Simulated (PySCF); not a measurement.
## `InChI=1S/C6H8O3/c1-2-8-5-3-4-9-6(5)7/h3-5H,2H2,1H3/t5-/m0/s1`

Geometry:
```json
{"atom": "C1", "x (Å)": "2.757", "y (Å)": "-0.240", "z (Å)": "0.421"}
{"atom": "C2", "x (Å)": "1.529", "y (Å)": "0.190", "z (Å)": "-0.364"}
{"atom": "O3", "x (Å)": "0.402", "y (Å)": "-0.458", "z (Å)": "0.206"}
{"atom": "C4", "x (Å)": "-0.815", "y (Å)": "-0.188", "z (Å)": "-0.437"}
{"atom": "C5", "x (Å)": "-1.932", "y (Å)": "-1.026", "z (Å)": "0.111"}
{"atom": "C6", "x (Å)": "-2.882", "y (Å)": "-0.212", "z (Å)": "0.551"}
{"atom": "O7", "x (Å)": "-2.589", "y (Å)": "1.121", "z (Å)": "0.386"}
{"atom": "C8", "x (Å)": "-1.364", "y (Å)": "1.233", "z (Å)": "-0.181"}
{"atom": "O9", "x (Å)": "-0.850", "y (Å)": "2.281", "z (Å)": "-0.431"}
{"atom": "H10", "x (Å)": "2.870", "y (Å)": "-1.319", "z (Å)": "0.374"}
{"atom": "H11", "x (Å)": "3.643", "y (Å)": "0.234", "z (Å)": "0.007"}
{"atom": "H12", "x (Å)": "2.649", "y (Å)": "0.052", "z (Å)": "1.462"}
{"atom": "H13", "x (Å)": "1.623", "y (Å)": "-0.105", "z (Å)": "-1.421"}
{"atom": "H14", "x (Å)": "1.404", "y (Å)": "1.278", "z (Å)": "-0.318"}
{"atom": "H15", "x (Å)": "-0.706", "y (Å)": "-0.320", "z (Å)": "-1.531"}
{"atom": "H16", "x (Å)": "-1.913", "y (Å)": "-2.094", "z (Å)": "0.147"}
{"atom": "H17", "x (Å)": "-3.832", "y (Å)": "-0.414", "z (Å)": "1.007"}
```

Method: GIAO HF/pcSseg-1 magnetisability, rotational g tensor and spin-rotation constants, non-relativistic, gas phase in PySCF 2.14.0. Geometry: GFN2-xTB.

How diamagnetic is it, and how anisotropic?

Isotropic -1211 × 10⁻³⁰ J/T², or -72.9 × 10⁻⁶ cm³/mol; principal values -1364, -1146, -1123 × 10⁻³⁰ J/T², anisotropy 231 × 10⁻³⁰ J/T² (root of half the summed squared differences of the principal values). The susceptibility is in cgs units.

Split it along the inertial axes a, b, c into diamagnetic and paramagnetic parts about the centre of mass, with the quadrupole moment.


```
axis  χ (10⁻⁶ cm³/mol)  diamagnetic (10⁻⁶ cm³/mol)  paramagnetic (10⁻⁶ cm³/mol)  summed x² of all electrons (Å²)  quadrupole Θ (D Å)
   a             -72.7                      -461.0                        388.3                            255.1               +7.93
   b             -67.9                     -1186.4                       1118.5                             84.1               -8.68
   c             -78.2                     -1439.0                       1360.8                             24.6               +0.76
```
Anisotropies 2χaa − χbb − χcc = +0.7 and 2χbb − χaa − χcc = +15.2 × 10⁻⁶ cm³/mol. Θ is traceless in Buckingham's convention.

And the rotational g tensor?


| axis | rotational constant (GHz) | g | nuclear part | electronic part |
| --- | --- | --- | --- | --- |
| a | 3.3310 | -0.0401 | 0.5676 | -0.6077 |
| b | 1.1236 | -0.0109 | 0.5795 | -0.5904 |
| c | 0.8989 | -0.0067 | 0.5679 | -0.5747 |

Asymmetric top; isotopes 12C, 1H, 16O; no vibrational averaging.
